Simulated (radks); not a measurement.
B2+, 3 electrons, occupied as [He] 2s1. All-electron calculation, scalar-relativistic Kohn-Sham, PBE, spin-polarised, spherical densities, finite nucleus; open shells are filled with parallel spins first; Fermi nuclear charge, rms radius 2.406 fm. Program: a radial shooting solver on a logarithmic mesh with Libxc functionals.

Local quantities along the radius. ELF = 1/(1 + alpha^2) is the electron localisation function; alpha = (tau - tau_W)/tau_unif compares the Pauli kinetic energy density with that of the uniform gas (summed over spins). tau is taken from the large components.

```
   r/bohr * ELF (the largest magnitude, 1, reaches the edge; | marks zero)
  0.01229 |                                                      *
  0.01363 |                                                      *
  0.01501 |                                                      *
  0.01665 |                                                      *
  0.01833 |                                                      *
  0.02034 |                                                      *
  0.02239 |                                                      *
  0.02484 |                                                      *
  0.02735 |                                                      *
  0.03035 |                                                      *
   0.0334 |                                                      *
  0.03706 |                                                      *
   0.0408 |                                                      *
  0.04527 |                                                      *
  0.04983 |                                                      *
  0.05529 |                                                      *
  0.06086 |                                                      *
  0.06753 |                                                      *
  0.07434 |                                                      *
  0.08249 |                                                      *
   0.0908 |                                                      *
   0.1007 |                                                      *
   0.1109 |                                                      *
   0.1231 |                                                      *
   0.1355 |                                                      *
   0.1503 |                                                      *
   0.1654 |                                                      *
   0.1836 |                                                      *
   0.2021 |                                                      *
   0.2242 |                                                      *
   0.2468 |                                                      *
   0.2739 |                                                      *
   0.3015 |                                                      *
   0.3345 |                                                      *
   0.3682 |                                                      *
   0.4086 |                                                     *
   0.4497 |                                                   *
    0.499 |                                            *
   0.5493 |                            *
   0.6095 |           *
   0.6709 |    *
   0.7444 |  *
   0.8195 |  *
   0.9093 |       *
    1.001 |                      *
    1.111 |                                           *
    1.222 |                                                    *
    1.356 |                                                      *
    1.493 |                                                      *
    1.657 |                                                      *
    1.824 |                                                      *
    2.024 |                                                      *
    2.228 |                                                      *
    2.472 |                                                      *
    2.721 |                                                      *
    3.019 |                                                      *
    3.323 |                                                      *
    3.687 |                                                      *
    4.059 |                                                      *
    4.504 |                                                      *
    4.957 |                                                      *
    5.501 |                                                      *
```

On this mesh the ELF has minima near r = 0.74 bohr, which separate the shells.
